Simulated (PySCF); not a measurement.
C3H4FNSi, SMILES C1=N[Si@H](C=C1)F.

The structure is a stationary point at ωB97X-D3(BJ)/def2-SVP. The structure was generated by enumeration; whether it is a known compound was not checked.

Two levels are set side by side: PBE/def2-TZVP (PySCF) and B3LYP/def2-TZVP (PySCF). Same geometry, gas phase. Differences are taken from unrounded values.

| quantity | B3LYP | PBE | PBE minus B3LYP |
|---|---|---|---|
| orbital gap (eV) | 4.82 | 2.85 | -1.97 |
| highest occupied level (eV) | -7.41 | -6.20 | 1.21 |
| lowest empty level (eV) | -2.58 | -3.34 | -0.76 |
| dipole moment (D) | 3.13 | 2.97 | -0.16 |
| mean polarisability (bohr³) | 59.2 | 60.9 | 1.7 |

PBE's occupied levels lie high since its potential decays too fast outside the molecule; exact exchange lowers them and widens the gap. Differences between two approximate levels are no errors against the true value.

Rough cost on one machine, each run with all the roots and properties that it gave: B3LYP against PBE within a factor of 2.
